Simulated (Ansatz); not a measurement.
C$_{4}$H$_{8}$Br$_{2}$ (`CC(Br)CCBr`), relaxed with RKS PBE0-D4/def2-TZVP in Ansatz from a PBE-D4/def2-SVP geometry. The force threshold is 0.005 eV/Å; the program also tests the step.

Total charge 0; spin multiplicity 1.

Start:

```xyz
14

C    -0.673   -1.509    1.096
C    -0.564   -0.494   -0.029
Br   -2.294    0.487   -0.203
C     0.574    0.503    0.161
C     0.795    1.487   -0.974
Br    1.299    0.591   -2.658
H    -1.515   -2.207    0.930
H     0.264   -2.104    1.148
H    -0.821   -1.011    2.076
H    -0.460   -0.995   -1.011
H     1.506   -0.082    0.330
H     0.395    1.090    1.091
H     1.621    2.187   -0.754
H    -0.126    2.057   -1.203
```

Task: By how much does the energy fall, and how many steps does the optimiser take? (An estimate is asked.)

Result: Ansatz gave: 5.70 kJ/mol, in 5 steps.

Task: Which bonds change most? (An estimate is asked.)

Result: Ansatz gave: C2–Br3 from 1.996 to 1.969 Å; C5–Br6 from 1.972 to 1.950 Å; C5–H14 from 1.107 to 1.088 Å; C2–H10 from 1.108 to 1.090 Å.

Task: Give the relaxed structure. (Estimate.)

Result: Ansatz gave: 
```xyz
14

C    -0.665   -1.494    1.086
C    -0.564   -0.489   -0.034
Br   -2.271    0.479   -0.189
C     0.567    0.497    0.161
C     0.787    1.476   -0.965
Br    1.296    0.584   -2.622
H    -1.491   -2.186    0.923
H     0.263   -2.073    1.135
H    -0.813   -0.999    2.048
H    -0.467   -0.985   -1.000
H     1.484   -0.082    0.322
H     0.388    1.073    1.077
H     1.601    2.161   -0.743
H    -0.116    2.038   -1.198
```
